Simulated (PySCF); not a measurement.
A GIAO shielding run with PySCF 2.14 (density fitting, non-relativistic, gas phase) on `C=CC[C@H]1CBCC1`, C7H13B:

```
$ OMP_NUM_THREADS=1 python probes_run.py task.json out

{"job": {"kind": "nmr", "xc": "PBE0", "basis": "pcSseg-1"}, "charge": 0, "multiplicity": 1}
C      3.425329     0.512383     0.736864
C      2.526996     0.090852    -0.154324
C      1.279840    -0.666801     0.172955
C     -0.006769     0.093767    -0.151840
C     -0.216796     0.453759    -1.633166
B     -1.768924     0.597634    -1.799228
C     -2.427903     0.041520    -0.489540
C     -1.281366    -0.664576     0.243197
H      4.314242     1.073784     0.436531
H      3.305582     0.306526     1.805995
H      2.688858     0.322035    -1.215418
H      1.286251    -0.940403     1.241487
H      1.268517    -1.616591    -0.395912
H      0.014270     1.041250     0.420001
H      0.021010    -0.431513    -2.268107
H      0.413483     1.268822    -2.020058
H     -2.347871     1.052541    -2.760399
H     -2.713788     0.968980     0.055192
H     -3.359707    -0.535807    -0.588543
H     -1.410414    -0.720268     1.336381
H     -1.201647    -1.707154    -0.116509
```

Hardware: 1 thread of an Arm Neoverse V2, shared host. The job also computes population analyses, field gradients, ring-centre shieldings.

Q: How large is the calculation?

A: 60 electrons, 201 basis functions and 1031 auxiliary functions.

Q: How long does it take, and how much memory does it need?

A: 30 s of wall time, with 14 SCF cycles and 5 response iterations; peak memory 0.92 GiB. Times on a shared host scatter by some tens of per cent.

Q: And these other runs on the same molecule and hardware: GIAO shielding at CAM-B3LYP/pcSseg-1?

A: CAM-B3LYP/pcSseg-1: 201 functions, 36 s.
